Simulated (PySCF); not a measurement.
**LaF from Hartree–Fock to correlated methods**

State: singlet, about 0.1 electrons in the 4f shell (Mulliken). Set-up: La x2c-TZVPPall, F x2c-TZVPPall; spin-free X2C with a Gaussian nucleus (PySCF 2.14). De refers to La (5d1 6s2) + F in their high-spin ground configurations, without counterpoise correction. A positive dipole means La(−)F(+). Levels whose curve was spin-contaminated or gave no clean fit are not listed.

| Level | Re (Å) | ωe (cm⁻¹) | De (eV) | μ (D) | CPU s a point (SCF and correlation, without the integrals) |
| --- | --- | --- | --- | --- | --- |
| RHF | 2.058 | 565 | n/a | -1.60 | 2.7 |
| RHF-MP2 | 2.043 | 583 | n/a | n/a | 4.4 |
| RHF-SCS-MP2 | 2.051 | 576 | n/a | n/a | n/a |
| RHF-CCSD | 2.051 | 574 | n/a | n/a | n/a |
| RHF-CCSD(T) | 2.052 | 574 | n/a | n/a | 150 |

(1) What does second-order correlation do here, going from RHF to RHF-MP2?

(2) What does the triples do here, going from RHF-CCSD to RHF-CCSD(T)?

(3) What does all correlation do here, going from RHF to RHF-CCSD(T)?

Correlated steps freeze 19 core orbitals. Spin–orbit coupling is left out, which matters for elements this heavy, above all for dissociation energies.

The whole job (state search and all levels along the bond) took about 26 min on 2 threads of Arm Neoverse V1 (shared host), peak memory 7.7 GiB.

Answers

(1) RHF-MP2 less RHF: -1.5 pm in Re, +3.2 % in ωe. Correlation nearly always deepens the well. The bond shortens, as is common for weak, ionic, metallic or heavy-atom bonds, where dispersion and the correlation of outer-core electrons can pull the atoms together.

(2) RHF-CCSD(T) less RHF-CCSD: +0.1 pm in Re, +0.0 % in ωe. Correlation nearly always deepens the well. The bond length hardly moves.

(3) RHF-CCSD(T) less RHF: -0.6 pm in Re, +1.6 % in ωe. Correlation nearly always deepens the well. The bond shortens, as is common for weak, ionic, metallic or heavy-atom bonds, where dispersion and the correlation of outer-core electrons can pull the atoms together.
